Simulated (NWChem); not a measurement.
System meant: C₆H₁₁O, doublet; SMILES CC(=O)[CH]C(C)C

Here is an NWChem input.

```
start job
memory heap 200 mb stack 900 mb global 1100 mb
geometry units angstroms noautoz
  C     -0.428703    -2.638663    -0.000642
  C      0.088166    -1.215743     0.000496
  O      1.295015    -0.983284     0.003363
  C     -0.893357    -0.150439    -0.001948
  C     -0.542921     1.305489    -0.001254
  C      0.227808     1.700294     1.266193
  C      0.233543     1.700066    -1.265274
  H     -1.057406    -2.828424     0.883772
  H     -1.052261    -2.828761    -0.888628
  H      0.421396    -3.332071     0.001899
  H     -1.950566    -0.438922    -0.004594
  H     -1.494534     1.864019    -0.003468
  H      1.185382     1.163112     1.313181
  H     -0.346622     1.467689     2.175928
  H      0.431578     2.782560     1.263172
  H      0.437267     2.782340    -1.261543
  H      1.191339     1.162909    -1.307818
  H     -0.336741     1.467273    -2.177568
end
basis spherical
  C library def2-svp
  O library def2-svp
  H library def2-svp
end
dft
  odft
  mult 2
  xc b3lyp
  iterations 4
  mulliken
end
task dft energy
```

End of the output:

```
     --------------------------
     Expectation value of S2:
     --------------------------
      <S2> =      0.7553 (Exact =     0.7500)

 center of mass
 --------------
 x =   0.00037018 y =   0.06280548 z =   0.04856546

 moments of inertia (a.u.)
 ------------------
        1127.740880634730          -0.000000000000          -0.000000000000
          -0.000000000000         398.806487099250           0.000000000000
          -0.000000000000           0.000000000000        1130.733601238162

     Multipole analysis of the density
     ---------------------------------

     L   x y z        total         alpha         beta         nuclear
     -   - - -        -----         -----         ----         -------
     0   0 0 0     -0.000000    -28.000000    -27.000000     55.000000

     1   1 0 0     -0.008139     -0.001589     -0.006550      0.000000
     1   0 1 0     -0.075832     -0.265710      0.189878     -0.000000
     1   0 0 1     -1.081027     -0.199987     -0.881040     -0.000000

     2   2 0 0    -32.948261    -83.420663    -81.278878    131.751281
     2   1 1 0     -0.014490      0.033911      0.036715     -0.085116
     2   1 0 1     -0.012633      0.023820      0.037170     -0.073623
     2   0 2 0    -31.017657   -296.538192   -294.213983    559.734518
     2   0 1 1     -1.922596      4.561068      4.897040    -11.380704
     2   0 0 2    -34.656217    -79.292162    -75.312115    119.948060

 ------------------------------------------------------------------------
 dft energy failed                                                                                  0
 ------------------------------------------------------------------------
 ------------------------------------------------------------------------
  current input line :
    35: task dft energy
 ------------------------------------------------------------------------
 ------------------------------------------------------------------------
 This type of error is most commonly associated with calculations not reaching convergence criteria
 ------------------------------------------------------------------------
 For more information see the NWChem manual at https://nwchemgit.github.io

0:dft energy failed:Received an Error in Communication
```

**Question.** What is wrong, and how is it mended?

**Answer.** The run did not converge; its last values are not results. Cause: the SCF was allowed too few iterations. This input runs:
```
start job
memory heap 200 mb stack 900 mb global 1100 mb
geometry units angstroms noautoz
  C     -0.428703    -2.638663    -0.000642
  C      0.088166    -1.215743     0.000496
  O      1.295015    -0.983284     0.003363
  C     -0.893357    -0.150439    -0.001948
  C     -0.542921     1.305489    -0.001254
  C      0.227808     1.700294     1.266193
  C      0.233543     1.700066    -1.265274
  H     -1.057406    -2.828424     0.883772
  H     -1.052261    -2.828761    -0.888628
  H      0.421396    -3.332071     0.001899
  H     -1.950566    -0.438922    -0.004594
  H     -1.494534     1.864019    -0.003468
  H      1.185382     1.163112     1.313181
  H     -0.346622     1.467689     2.175928
  H      0.431578     2.782560     1.263172
  H      0.437267     2.782340    -1.261543
  H      1.191339     1.162909    -1.307818
  H     -0.336741     1.467273    -2.177568
end
basis spherical
  * library def2-svp
end
dft
  odft
  mult 2
  xc b3lyp
  iterations 150
  mulliken
end
task dft energy
```
It converges to -310.21714 Ha (B3LYP/def2-SVP, spin-unrestricted).
